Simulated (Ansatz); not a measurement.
```yaml
crystal:
  periodic: [false, false, false]
  atoms:
    - {symbol: C, position_ang: [-0.547072, -0.178495, -0.599455]}
    - {symbol: Ga, position_ang: [0.289704, 1.151343, 0.762914]}
    - {symbol: Ga, position_ang: [0.873764, -1.119445, 0.333302]}
    - {symbol: H, position_ang: [-0.852647, -0.240448, -1.644076]}
    - {symbol: H, position_ang: [-1.461779, -0.103847, 0.023969]}
    - {symbol: H, position_ang: [-0.201217, 2.618781, 1.052463]}
    - {symbol: H, position_ang: [1.960548, -2.195889, 0.025284]}
basis:
  gaussian: {orbitals: def2-mTZVPP, nuclear_model: gaussian}
hamiltonian: {xc: {name: TPSS}, dispersion: d3bj}
output: {forces: true}
```

```sh
$ ansatz run in.yaml --threads 2 --pin off --events-out ev --progress --plain --max-ram 4352MiB
```

Shortened log:

```
Error: YAML parse error: error: line 13 column 19: hamiltonian.xc: no functional is named "TPSS"; the names, which are not case-sensitive, are SVWN5, SPW92, PBE, PBE0, PBEsol, revPBE, revPBE0, RPBE, rPW86-PBE, HSE06, wPBEh, LC-wPBE, HISS, HF, BLYP, B3LYP, B3LYP5, BHLYP, CAM-B3LYP, r2SCAN, r2SCANh, r2SCAN0, r2SCAN50, m-r2SCAN, B97, wB97, wB97X, wB97X-V, B97M-V, wB97M-V, B2PLYP, B2GP-PLYP, PBE0-DH, PBE-QIDH
11 | basis:
12 |   gaussian: {orbitals: def2-mTZVPP, nuclear_model: gaussian}
13 | hamiltonian: {xc: {name: TPSS}, dispersion: d3bj}
14 | output: {forces: true}
```

Something in this input is off. What?

The method's name isn't one that the program takes here. The program refused the input.

HSE06 is defined as in plane-wave codes.
